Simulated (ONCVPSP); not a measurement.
# Building the ONCV potential for Xe (Z = 54) (LDA (Perdew-Wang 92), scalar-relativistic).

The input file (ONCVPSP 4.0.1):

```
# ATOM AND REFERENCE CONFIGURATION
# atsym  z   nc   nv     iexc    psfile
  Xe 54.00    8    3  -001012      upf
#
#   n    l    f
    1    0    2.00
    2    0    2.00
    2    1    6.00
    3    0    2.00
    3    1    6.00
    3    2   10.00
    4    0    2.00
    4    1    6.00
    4    2   10.00
    5    0    2.00
    5    1    6.00
#
# PSEUDOPOTENTIAL AND OPTIMIZATION
# lmax
    2
#
#   l,   rc,      ep,       ncon, nbas, qcut
    0    1.45    0.00    4    7    4.10
    1    1.85    0.00    4    8    4.30
    2    1.35    0.00    4    8   11.90
#
# LOCAL POTENTIAL
# lloc, lpopt,  rc(5),   dvloc0
    4    5    0.85    1.00
#
# VANDERBILT-KLEINMAN-BYLANDER PROJECTORs
# l, nproj, debl
    0    1    1.50
    1    2    0.40
    2    2    0.70
#
# MODEL CORE CHARGE
# icmod, fcfact, rcfact
    0    0.00    0.00
#
# LOG DERIVATIVE ANALYSIS
# epsh1, epsh2, depsh
   -4.00    5.00    0.02
#
# OUTPUT GRID
# rlmax, drl
    6.00    0.01
#
# TEST CONFIGURATIONS
# ncnf
    4
# nvcnf
#   n    l    f
    3
    4    2   10.00
    5    0    2.00
    5    1    5.00
#
    3
    4    2   10.00
    5    0    2.00
    5    1    4.00
#
    3
    4    2   10.00
    5    0    2.00
    5    1    3.00
#
    3
    4    2    9.00
    5    0    2.00
    5    1    6.00
#
```

Command:

```bash
oncvpsp.x < Xe.dat > Xe.out
```

Output (shortened: citation, most of the input echo, consistency checks and plot data are left out):

```
ONCVPSP  (Optimized Norm-Conservinng Vanderbilt PSeudopotential)
scalar-relativistic version 4.0.1

#   n    l    f        energy (Ha)
    1    0    2.00    -1.2618182E+03
    2    0    2.00    -1.9641538E+02
    2    1    6.00    -1.7633740E+02
    3    0    2.00    -4.0157692E+01
    3    1    6.00    -3.3672647E+01
    3    2   10.00    -2.4028876E+01
    4    0    2.00    -7.2390991E+00
    4    1    6.00    -5.1824447E+00
    4    2   10.00    -2.1847449E+00
    5    0    2.00    -7.3435653E-01
    5    1    6.00    -3.0810128E-01

Reference configufation results
  iterations    23
  all-electron total energy (Ha)   -7.44136200D+03

Begin loop to  construct optimized pseudo wave functions
and semi-local pseudopoentials for all angular momenta

Calculating optimized projector #   1

 for l=   0

    Fraction of norm inside rc  0.259768
    Optimizing pswf for qcut=   4.09 a_B^-1,  ecut=   8.37 Ha
    Residual kinetic energy error=  5.22D-03 Ha

    Energy error per electron        Cutoff
         Ha          eV             Ha
         0.01000     0.27211        7.05
         0.00100     0.02721       48.96
         0.00010     0.00272       61.67
         0.00001     0.00027       95.27

   Wellstate for l =  1  n =  6
     eigenvalue =   0.0919
     asymptotic potential =   0.5919
     half-point radius = 12.6611

Calculating optimized projector #   1

 for l=   1

    Fraction of norm inside rc  0.326265
    Optimizing pswf for qcut=   4.31 a_B^-1,  ecut=   9.27 Ha
    Residual kinetic energy error=  1.01D-03 Ha

    Energy error per electron        Cutoff
         Ha          eV             Ha
         0.01000     0.27211        5.47
         0.00100     0.02721        9.41
         0.00010     0.00272       31.72
         0.00001     0.00027       56.00

Calculating optimized projector #   2

 for l=   1

    Fraction of norm inside rc  0.044463
    Optimizing pswf for qcut=   4.31 a_B^-1,  ecut=   9.27 Ha
    Residual kinetic energy error=  2.17D-04 Ha

    Energy error per electron        Cutoff
         Ha          eV             Ha
         0.01000     0.27211        1.83
         0.00100     0.02721        6.76
         0.00010     0.00272       15.29
         0.00001     0.00027       69.15

WARNING wellstate: negative energy specified for n= 5 l=  2
WARNING scattering state with energy  0.25000000
WARNING will be used for the first projector

   Wellstate for l =  2  n =  5
     eigenvalue =   0.2500
     asymptotic potential =   0.7500
     half-point radius =  4.8530

Calculating optimized projector #   1

 for l=   2

    Fraction of norm inside rc  0.906671
    Optimizing pswf for qcut=  11.89 a_B^-1,  ecut=  70.65 Ha
    Residual kinetic energy error=  7.13D-07 Ha

    Energy error per electron        Cutoff
         Ha          eV             Ha
         0.01000     0.27211       42.92
         0.00100     0.02721       51.80
         0.00010     0.00272       58.95
         0.00001     0.00027       64.56

Calculating optimized projector #   2

 for l=   2

    Fraction of norm inside rc  0.034721
    Optimizing pswf for qcut=  11.89 a_B^-1,  ecut=  70.65 Ha
    Residual kinetic energy error=  2.18D-07 Ha

    Energy error per electron        Cutoff
         Ha          eV             Ha
         0.01000     0.27211       33.14
         0.00100     0.02721       44.49
         0.00010     0.00272       53.81
         0.00001     0.00027       61.46

Construct Vanderbilt / Kleinmman-Bylander projectors

B matrix Hermiticity error, ll=   1
   1   2    1.4099E-05

  Orthonormal projector coefficients  1.1680E+01  2.8379E+00

B matrix Hermiticity error, ll=   2
   1   2    3.1387E-04

  Orthonormal projector coefficients  4.4949E+00 -3.5070E+00

Pseudoatom total energy -125.918431

Diagnostic tests using Vanderbilt-Kleinman-Bylander pseudopotentials
  1 or more projectors used as specified by nproj input data

   l    rcore       rmatch      e in        delta e   norm test  slope test

   0   1.4539105   1.4980544  -0.7343565  -0.0000009   1.0000040   0.9999719

   1   1.8580393   1.9144534  -0.3081013  -0.0000004   1.0000474   1.0003450
   1   1.8580393   1.9144534   0.0918987   0.0000040   1.0001439   1.0001439

   2   1.3531998   1.3942858  -2.1847449  -0.0000823   1.0002672   1.0002687
   2   1.3531998   1.3942858   0.2500000  -0.0000987   1.0004134   1.0004134

 Testing for bound ghosts
   n   l    E NL Schr. Eq   E Basis Diag.   E Cutoff

       0                      -16.916727     58.71  WARNING - GHOST(-)
   1   0       -0.734357       -0.726653     58.71

       1                       -4.037040     87.15  WARNING - GHOST(-)
   2   1       -0.308102       -0.302549     87.15

   3   2       -2.184827       -2.184813    189.02

 Testing for highly-localized positive-energy ghosts
       l    <radius>/rc     E Basis Diag.   E Cutoff

       0        0.933104        1.176473     58.71  WARNING - GHOST(+)

Test configuration 0

   n   l     f        eae           eps        diff
   1   0  2.0000-1261.81820608
   2   0  2.0000 -196.41537589
   2   1  6.0000 -176.33739971
   3   0  2.0000  -40.15769193
   3   1  6.0000  -33.67264716
   3   2 10.0000  -24.02887588
   4   0  2.0000   -7.23909908
   4   1  6.0000   -5.18244473
   4   2 10.0000   -2.18474495   -2.18482727   -8.23D-05
   5   0  2.0000   -0.73435653   -0.73435748   -9.43D-07
   5   1  6.0000   -0.30810128   -0.30810165   -3.69D-07

    Total energies and differences
      AE_ref= -7.44136200D+03  AE_tst= -7.44136200D+03  dif=  0.00D+00
      PS_ref= -1.25918431D+02  PS_tst= -1.25918431D+02  dif= -9.95D-14
      PSP excitation error=  9.95D-14

Test configuration 1

   n   l     f        eae           eps        diff
   1   0  2.0000-1262.19365597
   2   0  2.0000 -196.78889433
   2   1  6.0000 -176.71116616
   3   0  2.0000  -40.53019785
   3   1  6.0000  -34.04517897
   3   2 10.0000  -24.40142963
   4   0  2.0000   -7.60946442
   4   1  6.0000   -5.55249704
   4   2 10.0000   -2.55366374   -2.55099722    2.67D-03
   5   0  2.0000   -1.07797667   -1.07768169    2.95D-04
   5   1  5.0000   -0.63132824   -0.63117143    1.57D-04

    Total energies and differences
      AE_ref= -7.44136200D+03  AE_tst= -7.44089543D+03  dif=  4.67D-01
      PS_ref= -1.25918431D+02  PS_tst= -1.25451784D+02  dif=  4.67D-01
      PSP excitation error= -8.13D-05

Test configuration 2

   n   l     f        eae           eps        diff
   1   0  2.0000-1262.61849012
   2   0  2.0000 -197.21031697
   2   1  6.0000 -177.13301381
   3   0  2.0000  -40.94975219
   3   1  6.0000  -34.46477683
   3   2 10.0000  -24.82108268
   4   0  2.0000   -8.02499476
   4   1  6.0000   -5.96743789
   4   2 10.0000   -2.96660937   -2.95949497    7.11D-03
   5   0  2.0000   -1.45491788   -1.45401279    9.05D-04
   5   1  4.0000   -0.98646560   -0.98584614    6.19D-04

    Total energies and differences
      AE_ref= -7.44136200D+03  AE_tst= -7.44008914D+03  dif=  1.27D+00
      PS_ref= -1.25918431D+02  PS_tst= -1.24645604D+02  dif=  1.27D+00
      PSP excitation error=  3.48D-05

Test configuration 3

   n   l     f        eae           eps        diff
   1   0  2.0000-1263.08611621
   2   0  2.0000 -197.67289936
   2   1  6.0000 -177.59621533
   3   0  2.0000  -41.40949312
   3   1  6.0000  -34.92458070
   3   2 10.0000  -25.28098328
   4   0  2.0000   -8.47857370
   4   1  6.0000   -6.42011272
   4   2 10.0000   -3.41635060   -3.40284798    1.35D-02
   5   0  2.0000   -1.85854450   -1.85659954    1.94D-03
   5   1  3.0000   -1.36744032   -1.36586727    1.57D-03

    Total energies and differences
      AE_ref= -7.44136200D+03  AE_tst= -7.43891449D+03  dif=  2.45D+00
      PS_ref= -1.25918431D+02  PS_tst= -1.23471662D+02  dif=  2.45D+00
      PSP excitation error=  7.36D-04

Test configuration 4

psatom: WARNING lschvkbb convergence error n,l,iter=   1   0  37
ea(ii),et,emin,emax -1.008974E+00 -1.021296E+00 -1.021296E+00 -1.021296E+00
run_config: WARNING for fully non-local PS atom, stg. 1
 WARNING no output for configuration 5
```

Note: ghosts flagged at negative energy: s at -460.3 eV, p at -109.9 eV; GHOST(+) flagged for s at 32.0 eV. A true bound ghost makes a file unfit for plane-wave use.

The run took about 4 s on one core of a shared server CPU.
